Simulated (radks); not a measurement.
Problem. Excited configurations of Kr III: one electron is placed in a higher orbital outside [Ar] 3d10 4s2 4p3. The ground configuration is [Ar] 3d10 4s2 4p4. All-electron calculation, scalar-relativistic Kohn-Sham, LDA (Slater exchange, Perdew-Wang correlation), spin-unpolarised, spherical densities, point nucleus. Program: a radial shooting solver on a logarithmic mesh with Libxc functionals. Excitation = E - E(ground); binding = E(ion) - E, where the ion is the core of charge +3; n* = 3/sqrt(2 binding) in atomic units, and the quantum defect is n - n*.

| outer orbital | excitation (eV) | binding (eV) | n* | quantum defect | eigenvalue (eV) | <r> (bohr) |
|---|---|---|---|---|---|---|
| 4f | 29.134 | 8.140 | 3.879 | 0.121 | -6.373 | 5.356 |
| 5d | 28.089 | 9.184 | 3.651 | 1.349 | -7.644 | 5.900 |
| 5f | 31.819 | 5.455 | 4.738 | 0.262 | -4.489 | 9.349 |
| 6s | 27.901 | 9.372 | 3.615 | 2.385 | -8.039 | 6.729 |
| 6p | 29.358 | 7.915 | 3.933 | 2.067 | -6.755 | 7.661 |
| 6d | 31.532 | 5.742 | 4.618 | 1.382 | -4.883 | 10.00 |
| 6f | 33.434 | 3.839 | 5.648 | 0.352 | -3.247 | 14.36 |

Estimate the row for 7d.

Solution. excitation (eV) 33.330; binding (eV) 3.944; n* 5.572; quantum defect 1.428; eigenvalue (eV) -3.397; <r> (bohr) 15.05. The Delta-SCF ionisation energy is 37.274 eV (NIST Atomic Spectra Database: 35.84 eV, measured). Self-interaction in the functional shifts the binding energies and quantum defects, so they are the method's values and not measured ones. Spin polarisation and multiplet splitting are left out, so open shells lie too high by an amount that depends on their filling.

Beside tabulated values, note that spin-unpolarised runs miss the spin-polarisation part of the exchange energy of open shells.
